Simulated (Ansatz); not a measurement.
Computed with Ansatz on PBE0-D4/def2-TZVP structures; ΔE is electronic, products minus reactants. CCSD(T)/CBS adds triple-zeta CCSD(T) − MP2 to the extrapolated MP2 energy (def2 sets, frozen cores). This one scheme is used for every species. Each species was taken in one conformer, which may not be the lowest.

Consider the hydrogenolysis of a C–C bond: `CC(C)C(=O)CC(=O)C(C)(C)C` + H₂ → `CC(C)(C)C(=O)CC=O` + `CCC`.

```tsv
species	SCS-MP2/def2-TZVPP energy (Eh)
`CC(C)C(=O)CC(=O)C(C)(C)C`	-541.25842
H₂	-1.17094
`CC(C)(C)C(=O)CC=O`	-423.57533
`CCC`	-118.86367
```

Problem. Work out ΔE.

Solution. ΔE = (-423.57533) + (-118.86367) − (-541.25842) − (-1.17094) = -0.00964 Eh = -25.3 kJ/mol. CCSD(T)/CBS gives -21.1 kJ/mol.

Largest T1 diagnostic among the species: 0.014.

In def2-TZVPP, CCSD(T) changes the Hartree–Fock value by +38.6 kJ/mol (the triples alone add +8.3 kJ/mol) and MP2 by +45.2 kJ/mol. From r2SCAN to r2SCAN0 (25 % exact exchange), in def2-TZVPP and without D4, ΔE moves by −3.8 kJ/mol.
